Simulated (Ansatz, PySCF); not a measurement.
Process, species as SMILES: F[Si](Cl)(N[SiH3])O[SiH3] + N (NH3) + O (H2O) + 3 [SiH4] (SiH4) -> F[SiH3] + 2 N[SiH3] + 2 O[SiH3] + [SiH3]Cl
Each molecule is optimised on its own at B3LYP-D3(BJ)/def2-TZVP (Ansatz, a first-principles code), one conformer each, not searched for the lowest. Frequencies are from Ansatz or PySCF.
Geometry of the first species:
```
Si
F 1 1.5904
O 1 1.6103 2 109.89
Si 3 1.6510 1 144.52 2 -84.75
N 1 1.6902 2 110.65 3 120.74
H 5 1.0110 1 114.22 2 -126.75
Si 5 1.7397 6 117.15 1 176.61
H 7 1.4766 5 106.61 6 -179.93
H 4 1.4767 3 107.17 1 168.54
H 4 1.4781 9 110.07 3 -118.93
H 4 1.4781 9 110.24 10 -121.41
H 7 1.4809 8 110.20 5 120.24
H 7 1.4813 8 110.00 12 119.10
Cl 1 2.0542 2 104.38 3 -117.81
```

Quantity: bond separation energy (0 K, with B3LYP-D3(BJ) harmonic zero-point energies), in eV. Correlated levels leave the core frozen unless marked. Spin-orbit coupling is left out. Non-relativistic unless marked X2C. Basis-set limits of correlation are two-point, X^-3; Hartree-Fock from the larger set.

```json
[
 {"level": "HF/cc-pV(T+d)Z", "program": "Ansatz", "bond separation energy (eV)": "1.11", "minus last row": "-0.18"},
 {"level": "B97M-V/def2-TZVPD", "program": "Ansatz", "bond separation energy (eV)": "1.38", "minus last row": "0.09"},
 {"level": "BHLYP-D3(BJ)/def2-TZVPD", "program": "Ansatz + dftd3", "bond separation energy (eV)": "1.33", "minus last row": "0.04"},
 {"level": "BHLYP-D4/def2-TZVPD", "program": "Ansatz + dftd4", "bond separation energy (eV)": "1.38", "minus last row": "0.09"},
 {"level": "BHLYP/def2-TZVPD", "program": "Ansatz", "bond separation energy (eV)": "1.14", "minus last row": "-0.15"},
 {"level": "r2SCAN0/def2-TZVPD", "program": "Ansatz", "bond separation energy (eV)": "1.30", "minus last row": "0.01"},
 {"level": "HSE06-D4/def2-TZVPD", "program": "Ansatz + dftd4", "bond separation energy (eV)": "1.34", "minus last row": "0.05"},
 {"level": "HSE06/def2-TZVPD", "program": "Ansatz", "bond separation energy (eV)": "1.19", "minus last row": "-0.10"},
 {"level": "LC-wPBE/def2-TZVPD", "program": "Ansatz", "bond separation energy (eV)": "1.19", "minus last row": "-0.10"},
 {"level": "B2GP-PLYP-D3(BJ)/def2-TZVPD", "program": "Ansatz + dftd3", "bond separation energy (eV)": "1.34", "minus last row": "0.05"},
 {"level": "MP2/STO-3G", "program": "Ansatz", "bond separation energy (eV)": "1.77", "minus last row": "0.48"},
 {"level": "MP2/cc-pV(D+d)Z", "program": "Ansatz", "bond separation energy (eV)": "1.33", "minus last row": "0.04"},
 {"level": "MP2/cc-pV(Q+d)Z", "program": "Ansatz", "bond separation energy (eV)": "1.24", "minus last row": "-0.05"},
 {"level": "MP2/CBS(cc-pV(T+d)Z,cc-pV(Q+d)Z)", "program": "Ansatz", "bond separation energy (eV)": "1.22", "minus last row": "-0.07"},
 {"level": "SCS-MP2/6-31G", "program": "Ansatz", "bond separation energy (eV)": "1.64", "minus last row": "0.35"},
 {"level": "SCS-MP2/cc-pV(T+d)Z", "program": "Ansatz", "bond separation energy (eV)": "1.20", "minus last row": "-0.09"},
 {"level": "CCSD/cc-pV(T+d)Z", "program": "Ansatz", "bond separation energy (eV)": "1.29", "minus last row": "0.00"},
 {"level": "CCSD(T)/aug-cc-pV(T+d)Z", "program": "Ansatz", "bond separation energy (eV)": "1.39", "minus last row": "0.10"},
 {"level": "X2C-CCSD(T)/cc-pVTZ-DK", "program": "Ansatz", "bond separation energy (eV)": "1.33", "minus last row": "0.04"},
 {"level": "CCSD(T) with core electrons (1s frozen past Ne)/cc-pwCVTZ", "program": "Ansatz", "bond separation energy (eV)": "1.34", "minus last row": "0.05"},
 {"level": "CCSD(T)/CBS(cc-pV(T+d)Z,cc-pV(Q+d)Z)", "program": "Ansatz", "bond separation energy (eV)": "1.29", "minus last row": "0.00"}
]
```
